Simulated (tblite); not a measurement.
Compound: C₂H₄B₃ClF₃ (doublet state).
Numbering: `[F:1][B:2]([Cl:3])[BH:4][CH:5][CH2:6][B:7]([F:8])[F:9]` (hydrogens: H10 on B4; H11 on C5; H12, H13 on C6)

Computed with GFN2-xTB (tblite), gas phase: L-BFGS steps from a force-field or distance-geometry start until the largest atomic force falls under 0.01 eV/Å.

Step 75: E = -785.4370 eV
```
atom  x, y, z in Å  |  force x, y, z in eV/Å
F1      2.4603    1.6250   -1.3469   -0.020  -0.011  -0.005
B2      2.4506    0.3603   -0.9250    0.041   0.017   0.032
Cl3     4.0294   -0.2734   -0.6361   -0.022  -0.035  -0.008
B4      0.9859   -0.4167   -0.6614   -0.003  -0.017  -0.008
C5      0.0370    0.2542    0.2777    0.018   0.006   0.023
C6     -1.0185   -0.4090    1.0933    0.020  -0.027  -0.005
B7     -2.2538   -0.0233    0.1672    0.029  -0.020   0.008
F8     -2.7586   -0.8478   -0.7233    0.029  -0.014  -0.016
F9     -2.7862    1.1795    0.1677   -0.017   0.022   0.027
H10     0.7205   -1.4556   -1.1366   -0.022   0.015  -0.010
H11     0.1006    1.3190    0.4632   -0.037   0.055  -0.031
H12    -0.8737   -1.4845    1.1526    0.009  -0.007  -0.008
H13    -1.0980    0.0226    2.0899   -0.025   0.016   0.001
```

Step 76: E = -785.4376 eV
```
atom  x, y, z in Å  |  force x, y, z in eV/Å
F1      2.4636    1.6248   -1.3485   -0.027  -0.001  -0.006
B2      2.4470    0.3608   -0.9256    0.033   0.012   0.028
Cl3     4.0232   -0.2793   -0.6369   -0.026  -0.041  -0.004
B4      0.9784   -0.4118   -0.6641    0.023  -0.030  -0.005
C5      0.0319    0.2570    0.2789    0.037  -0.014   0.022
C6     -1.0179   -0.4101    1.0987    0.015  -0.017  -0.025
B7     -2.2482   -0.0271    0.1652    0.018   0.000   0.000
F8     -2.7468   -0.8495   -0.7316    0.040   0.001   0.003
F9     -2.7806    1.1766    0.1664   -0.021   0.002   0.020
H10     0.7153   -1.4519   -1.1379   -0.029   0.018  -0.015
H11     0.0994    1.3204    0.4668   -0.052   0.071  -0.022
H12    -0.8701   -1.4851    1.1575    0.013  -0.003   0.004
H13    -1.0999    0.0252    2.0933   -0.024   0.001   0.001
```

Step 77: E = -785.4383 eV
```
atom  x, y, z in Å  |  force x, y, z in eV/Å
F1      2.4650    1.6242   -1.3477   -0.029   0.014  -0.007
B2      2.4436    0.3608   -0.9246    0.011   0.004   0.015
Cl3     4.0167   -0.2853   -0.6371   -0.019  -0.047   0.002
B4      0.9708   -0.4079   -0.6674    0.048  -0.032   0.006
C5      0.0272    0.2596    0.2793    0.050  -0.028   0.014
C6     -1.0166   -0.4108    1.1043    0.011  -0.002  -0.037
B7     -2.2415   -0.0302    0.1637    0.001   0.023  -0.011
F8     -2.7323   -0.8517   -0.7391    0.046   0.021   0.021
F9     -2.7753    1.1738    0.1657   -0.023  -0.024   0.010
H10     0.7089   -1.4480   -1.1413   -0.035   0.016  -0.019
H11     0.0969    1.3229    0.4672   -0.063   0.071  -0.012
H12    -0.8675   -1.4855    1.1621    0.024   0.000   0.019
H13    -1.1005    0.0283    2.0971   -0.023  -0.016  -0.002
```

Question: Estimate the geometry and energy of step 78. (The exact step hangs on the optimiser's Hessian estimate; all steps are aligned on step 77, rigid shifts and turns removed.)

Answer: E = -785.4393 eV, largest force 0.090 eV/Å
```
atom  x, y, z in Å  |  force x, y, z in eV/Å
F1      2.4669    1.6235   -1.3455   -0.029   0.024  -0.003
B2      2.4394    0.3603   -0.9223   -0.017  -0.001  -0.008
Cl3     4.0080   -0.2941   -0.6373   -0.006  -0.054   0.011
B4      0.9616   -0.4033   -0.6714    0.072  -0.027   0.022
C5      0.0220    0.2629    0.2798    0.053  -0.032   0.005
C6     -1.0146   -0.4114    1.1112    0.012   0.018  -0.041
B7     -2.2325   -0.0335    0.1622   -0.016   0.043  -0.021
F8     -2.7114   -0.8546   -0.7482    0.046   0.040   0.032
F9     -2.7704    1.1696    0.1654   -0.026  -0.047  -0.002
H10     0.6994   -1.4421   -1.1468   -0.037   0.008  -0.024
H11     0.0912    1.3269    0.4647   -0.069   0.058   0.002
H12    -0.8642   -1.4857    1.1681    0.038   0.004   0.034
H13    -1.1002    0.0316    2.1023   -0.021  -0.033  -0.009
```

The energy changes by -0.0010 eV. The first-order estimate −F·Δx gives -0.0013 eV and the mean of the old and new forces, exact on a quadratic surface, -0.0010 eV. The step makes an angle of 78° with the force vector and moves no atom by more than 0.023 Å.

What follows is the cost of the whole relaxation. Time: 0.77 s. Hardware: one thread, Arm Neoverse V1 (aarch64), on a shared host.
